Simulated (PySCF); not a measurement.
Correlation energy of Tc (technetium, neutral)

[Kr] 4d5 5s2, high-spin 6S determinant. Calculation: PySCF 2.14, in def2-TZVPPD with the def2 core potential (28 electrons) (6s4p3d2f1g, 56 functions); a scalar-relativistic core potential. Frozen: 4s2 4p6; 7 electrons correlated.

```json
{"level": "CCSD", "correlation energy (mhartree)": "-131.19"}
{"level": "(T)", "correlation energy (mhartree)": "-4.94"}
{"level": "CCSD(T)", "correlation energy (mhartree)": "-136.13"}
```

Diagnostics: T1 = 0.026, D1 = 0.0924, largest double amplitude 0.082.

Cost of the coupled-cluster step: of the order of 3 core-seconds, for 7 correlated electrons.

Iterations:

```
CC2 = 0
CCSD nocc = (np.int64(6), np.int64(1)), nmo = (52, 52)
frozen orbitals [[0, 1, 2, 3], [0, 1, 2, 3]]
max_cycle = 100
direct = 0
conv_tol = 1e-08
conv_tol_normt = 1e-06
diis_space = 8
diis_start_cycle = 0
Init t2, MP2 energy = -0.119561217250755
Init E_corr(UCCSD) = -0.119561217257818
cycle = 1  E_corr(UCCSD) = -0.126595901776325  dE = -0.00703468452  norm(t1,t2) = 0.0704157
cycle = 2  E_corr(UCCSD) = -0.129298728225805  dE = -0.00270282645  norm(t1,t2) = 0.0277862
cycle = 3  E_corr(UCCSD) = -0.131123923217894  dE = -0.00182519499  norm(t1,t2) = 0.0140976
cycle = 4  E_corr(UCCSD) = -0.131155774635401  dE = -3.18514175e-05  norm(t1,t2) = 0.0023843
cycle = 5  E_corr(UCCSD) = -0.131175484349925  dE = -1.97097145e-05  norm(t1,t2) = 0.00146957
cycle = 6  E_corr(UCCSD) = -0.131193230025497  dE = -1.77456756e-05  norm(t1,t2) = 0.000650051
cycle = 7  E_corr(UCCSD) = -0.131189539390951  dE = 3.69063455e-06  norm(t1,t2) = 0.000109519
cycle = 8  E_corr(UCCSD) = -0.131191721671522  dE = -2.18228057e-06  norm(t1,t2) = 2.01243e-05
cycle = 9  E_corr(UCCSD) = -0.131191005640402  dE = 7.1603112e-07  norm(t1,t2) = 6.06378e-06
cycle = 10  E_corr(UCCSD) = -0.131191152944913  dE = -1.47304511e-07  norm(t1,t2) = 1.40403e-06
cycle = 11  E_corr(UCCSD) = -0.131191144642474  dE = 8.30243949e-09  norm(t1,t2) = 2.04771e-07
UCCSD converged
E(UCCSD) = -80.24390875357412  E_corr = -0.1311911446424736
UCCSD(T) correction = -0.00494458903409317
```
